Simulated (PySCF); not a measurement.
## Er (erbium, neutral) across methods

[Xe] 4f12 6s2, one real determinant. All numbers are calculated (PySCF 2.14, scalar relativity by spin-free X2C-1e, in x2c-TZVPPall (11s7p7d4f2g, 113 functions)).

| method | E (hartree) | mean ε 4f β (eV) | mean ε 6s α (eV) | mean ε 6s β (eV) | Σ⟨r²⟩ (bohr²) | ⟨S²⟩ |
| --- | --- | --- | --- | --- | --- | --- |
| PBE0 | -13085.75 | -4.552 | -4.318 | -4.266 | 75.87 | 2.002 |
| LDA | -13077.02 | -1.959 | -3.935 | -3.881 | 74.05 | 2.001 |
| r2SCAN | -13086.11 | -2.501 | -3.989 | -3.949 | 77.57 | 2.075 |

(1) Estimate the same row for UHF.

⟨L²⟩ = 24.02 against 30 for a pure H term, so this real determinant mixes terms. Spin-orbit coupling, absent here, splits the open shell strongly.

Answers

(1) E (hartree) = -13081.21822; mean ε 4f β (eV) = -12.098; mean ε 6s α (eV) = -5.235; mean ε 6s β (eV) = -5.185; Σ⟨r²⟩ (bohr²) = 79.82; ⟨S²⟩ = 2.003.
